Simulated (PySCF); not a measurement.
Level of theory: ωB97X-D3(BJ)/def2-TZVP // PBE0-D3(BJ)/def2-TZVP (PySCF). Gas-phase values, no solvent. 

Reference species (SMILES): `Cl[B]Cl` (neutral, multiplicity 2).

```yaml
dipole_moment: 0.30 D
```

Changed species: `I[B]I` (radical fragment; the reference has radical fragment).

Task: What does the change do to the dipole moment?

Result: the dipole moment rises by 0.28 D, to 0.58 D.
